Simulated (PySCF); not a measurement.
GeH₄SeZn, SMILES [GeH3][Zn][SeH]. Heavy atoms are numbered as in [Zn:1]([SeH:2])[GeH3:4]. Hydrogens are named by the atom that carries them.

Geometry optimised at B3LYP-D3(BJ)/def2-SVP. The structure was generated by enumeration; whether it is a known compound was not checked. Other conformers were not sampled.

Calculation: PBE/def2-TZVPD (PySCF).

Mulliken values depend strongly on the basis, most of all with diffuse functions as here. ESP charges are fitted to the potential on shells at 1.4 to 2.0 van der Waals radii. Atomic charges (e), one atom of each kind:

```tsv
atom	ESP fit	Mulliken	meta-Löwdin
Zn1	0.40	-0.15	___
Se2 (SeH)	-0.33	-0.21	-0.62
H on Se2	0.10	0.15	0.07
Ge4 (GeH3)	-0.20	0.12	___
H on Ge4	0.01	0.03	___
```

Question: Complete the blanks. (An estimate is asked for; the answer gives what the named calculation found.)

Answer: 
- Zn1, meta-Löwdin: 0.93
- Ge4 (GeH3), meta-Löwdin: -0.31
- H on Ge4, meta-Löwdin: -0.03
